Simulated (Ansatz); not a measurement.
H4P2, triplet, at a GFN2-xTB geometry (a higher spin typed on purpose: for a closed-shell molecule this is an excited state); Ansatz (a first-principles code) with CCSD(T)/6-31G**.

Here is a job for Ansatz.
Ansatz 0.2 input:
```yaml
crystal:
  periodic: [false, false, false]
  atoms:
    - {symbol: P, position_ang: [-1.22513273, -0.18858373, 0.40247436]}
    - {symbol: P, position_ang: [1.15923065, 0.20673919, -0.32030056]}
    - {symbol: H, position_ang: [-1.60413451, 1.03387345, -0.14579888]}
    - {symbol: H, position_ang: [-1.45834842, -0.84719140, -0.80534801]}
    - {symbol: H, position_ang: [1.54695439, -0.87997430, 0.45161677]}
    - {symbol: H, position_ang: [2.50405968, 0.42096026, -0.73307690]}
basis:
  gaussian:
    orbitals: 6-31G__.json
magnetization: {spin_polarized: true, initial_magnetization: 2}
correlation: {method: ccsd_t, electrons: outside_noble_gas}
accuracy: high
```
The basis file holds 6-31G** in the JSON format of the Basis Set Exchange.

It wrote (shortened):

```
Functional definition: HF
1198 factors; integrals over basis functions are off by at most 4.1e-9 eV
mean field evaluation 1: about -18602.6086 eV, gradient 9.4e0 eV
mean field evaluation 2: about -18602.6439 eV, gradient 9.4e0 eV
mean field evaluation 4: about -18603.8172 eV, gradient 1.3e0 eV
mean field evaluation 8: about -18603.8542 eV, gradient 7.2e-2 eV
mean field evaluation 16: about -18602.6085 eV, gradient 9.4e0 eV
mean field evaluation 32: about -18600.0244 eV, gradient 1.4e0 eV
mean field -18603.85438960 eV, -683.6790386723 hartree, gradient 1.5e-8 eV, S^2 2.043649; 0 other end points of the search recorded, 0 dependent functions left out
10 core orbitals not correlated
reference -18603.85438960 eV, -683.6790386723 hartree; 8, 6 occupied and 40, 42 virtual orbitals, 1198 factors
second order -5.72782455 eV of doubles, -0.00000000 eV of singles
cycle   1  -6.60232214 eV  change   -8.7e-1 eV  update   7.2e-2
cycle   2  -6.93351773 eV  change   -3.3e-1 eV  update   2.8e-2
cycle   3  -6.96019531 eV  change   -2.7e-2 eV  update   9.3e-3
cycle   4  -6.95861024 eV  change    1.6e-3 eV  update   3.6e-3
cycle   5  -6.95851645 eV  change    9.4e-5 eV  update   1.5e-3
cycle   6  -6.95856371 eV  change   -4.7e-5 eV  update   5.6e-4
cycle   7  -6.95866588 eV  change   -1.0e-4 eV  update   2.7e-4
cycle   8  -6.95868819 eV  change   -2.2e-5 eV  update   1.1e-4
cycle   9  -6.95865465 eV  change    3.4e-5 eV  update   3.8e-5
cycle  10  -6.95865953 eV  change   -4.9e-6 eV  update   1.7e-5
cycle  11  -6.95866110 eV  change   -1.6e-6 eV  update   7.7e-6
cycle  12  -6.95866108 eV  change    2.2e-8 eV  update   3.2e-6
cycle  13  -6.95865897 eV  change    2.1e-6 eV  update   1.4e-6
cycle  14  -6.95865770 eV  change    1.3e-6 eV  update   6.4e-7
cycle  15  -6.95865762 eV  change    8.1e-8 eV  update   2.7e-7
cycle  16  -6.95865779 eV  change   -1.6e-7 eV  update   1.3e-7
cycle  17  -6.95865783 eV  change   -4.1e-8 eV  update   6.2e-8
cycle  18  -6.95865780 eV  change    2.2e-8 eV  update   3.7e-8
cycle  19  -6.95865779 eV  change    1.5e-8 eV  update   2.5e-8
cycle  20  -6.95865784 eV  change   -4.9e-8 eV  update   9.1e-8
cycle  21  -6.95865785 eV  change   -8.9e-9 eV  update   2.7e-8
cycle  22  -6.95865785 eV  change   -1.8e-9 eV  update   8.3e-9
cycle  23  -6.95865785 eV  change   -1.1e-9 eV  update   3.5e-9
cycle  24  -6.95865785 eV  change  -6.5e-10 eV  update   1.4e-9
perturbative correction -0.17821136 eV, -0.0065491469 hartree
Total energy: -18610.99125881 eV, -683.9413137785 hartree
```
